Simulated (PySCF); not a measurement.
SMILES N#C[SiH2][SiH2]CC (C₃H₉NSi₂), singlet, GFN2-xTB optimised geometry.

```
15

C      1.67    -0.73     0.00
C      0.14    -0.73     0.00
Si    -0.61     1.02     0.00
Si    -0.18     2.15     1.98
C      1.62     1.98     2.47
N      2.73     1.86     2.74
H      2.06    -0.23     0.88
H      2.05    -1.75    -0.01
H      2.05    -0.21    -0.88
H     -0.21    -1.29     0.87
H     -0.21    -1.27    -0.88
H     -0.09     1.75    -1.17
H     -2.06     0.89    -0.18
H     -0.88     1.66     3.17
H     -0.36     3.61     1.92
```

Density from PBE0/def2-TZVP run with PySCF at that geometry.

Minimum of the electron density along straight lines between bonded atoms, close to the bond critical point (lines longer than 1.1 times the sum of covalent radii, or with two minima, are not listed):

```tsv
bond	length / Å	ρ at the minimum / e bohr⁻³	∇²ρ there / e bohr⁻⁵	position (fraction from the first atom)
C1–C2	1.525	[?]	-0.58	0.50
C2–Si3	1.906	0.117	0.14	0.61
Si3–Si4	2.320	0.095	[?]	0.37
Si4–C5	1.869	0.107	0.29	0.39
C5–N6	1.147	0.504	[?]	0.34
C1–H7	1.088	0.281	-0.97	0.64
C1–H8	1.089	0.279	-0.95	0.64
C1–H9	1.088	0.279	-0.96	0.64
C2–H10	1.092	0.274	-0.92	0.64
C2–H11	1.092	0.274	-0.92	0.64
Si3–H12	1.470	0.122	0.19	0.49
Si3–H13	1.472	0.122	0.19	0.49
Si4–H14	1.469	0.124	0.18	0.49
Si4–H15	1.468	0.124	0.18	0.49
```

Question: What belongs in the gaps?

Answer: 
- C1–C2, ρ at the minimum / e bohr⁻³: 0.242
- Si3–Si4, ∇²ρ there / e bohr⁻⁵: -0.13
- C5–N6, ∇²ρ there / e bohr⁻⁵: -0.03
